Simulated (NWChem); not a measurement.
Species: C2H6Si, singlet; SMILES C[Si]C

Results from NWChem. Pople sets run with spherical d functions. Low-valent species are run as closed-shell singlets; no triplet was tried in these runs. Structure relaxed at the B3LYP/6-31G* (spherical d) level. Static field.

```tsv
level	basis functions	isotropic polarisability (bohr³)	anisotropy (bohr³)
B3LYP/6-31G*	58	49.6	12.6
B3LYP/6-31+G*	70	58.7	15.7
B3LYP/def2-SVP	76	50.6	14.2
B3LYP/def2-SVPD	112	___	15.5
B3LYP/def2-TZVP	135	58.3	15.8
B3LYP/aug-cc-pVDZ	127	63.7	15.4
B3LYP/Sadlej pVTZ	134	63.9	15.0
B3LYP/def2-TZVPD	171	63.0	15.2
```

Task: Some entries are withheld; supply them.

Result: 
- B3LYP/def2-SVPD, isotropic polarisability (bohr³): 60.8
